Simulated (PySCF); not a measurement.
The second ionisation energy along group 10

Calculated with PySCF 2.14 from differences of total energies of unrestricted determinants, without spin-orbit coupling. Values in eV. The last column holds reference values (NIST; (s) semi-empirical, (t) theoretical, else measured). Unmarked ones compare directly (S terms, centres of terms, or small fine structure); those marked * lie between the lowest fine-structure levels and include a spin-orbit shift.

| element | configurations | UHF | MP2 (valence) | CCSD (valence) | LDA | PBE | PBE0 | reference |
| --- | --- | --- | --- | --- | --- | --- | --- | --- |
| Ni (aug-cc-pVDZ, non-relativistic) | [Ar] 3d9 → [Ar] 3d8 | 15.263 | 18.352 | 17.648 | 19.486 | 18.875 | 18.225 | 18.169 * |
| Pd (aug-cc-pVDZ-PP with ECP28MDF, ECP) | [Kr] 4d9 → [Kr] 4d8 | 17.375 | 19.165 | 18.931 | 20.124 | 19.653 | 19.378 | 19.43 ± 0.12 (s) * |
| Pt (aug-cc-pVDZ-PP with ECP60MDF, ECP) | [Xe] 4f14 5d9 → [Xe] 4f14 5d8 | 16.877 | 18.523 | 18.341 | 19.555 | 19.116 | 18.838 | 18.56 ± 0.12 * |

"Valence" correlates the outer s and p shells and, in groups 3 to 12 and the f block, the outer d or f shell, open or full, or the next shell where the ion has no valence electron left; the wider scheme adds the next inner shell.
